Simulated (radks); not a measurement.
Ba IV, configuration [Kr] 4d10 5s2 5p5 (the NIST ground configuration). Calculated with a radial shooting solver on a logarithmic mesh with Libxc functionals: Dirac Kohn-Sham, PBE, spin-unpolarised, spherical densities, point nucleus; open shells fill j = l - 1/2 first.

Radial electron density D(r) = 4 pi r^2 rho(r):

| r (bohr) | D(r) (e/bohr) |
|---|---|
| 0.00207 | 8.170 |
| 0.002739 | 12.63 |
| 0.003624 | 19.07 |
| 0.004795 | 27.88 |
| 0.006294 | 38.75 |
| 0.008328 | 51.51 |
| 0.01102 | 63.85 |
| 0.01458 | 72.47 |
| 0.01929 | 74.34 |
| 0.02552 | 69.77 |
| 0.03377 | 65.17 |
| 0.04468 | 70.03 |
| 0.05912 | 85.32 |
| 0.07823 | 95.51 |
| 0.1035 | 85.58 |
| 0.1369 | 70.22 |
| 0.1798 | 74.63 |
| 0.2378 | 80.96 |
| 0.3147 | 56.61 |
| 0.4164 | 30.13 |
| 0.5509 | 31.22 |
| 0.729 | 30.21 |
| 0.9645 | 16.42 |
| 1.276 | 8.388 |
| 1.689 | 5.898 |
| 2.234 | 2.857 |
| 2.956 | 0.6642 |
| 3.911 | 0.06415 |
| 5.175 | 0.001981 |

D(r) has 4 maxima, at r = 0.0180, 0.0789, 0.225, 0.626 bohr, and minima at 0.0349, 0.147, 0.462 bohr, inside which lie 2.02, 11.15, 28.98 electrons.
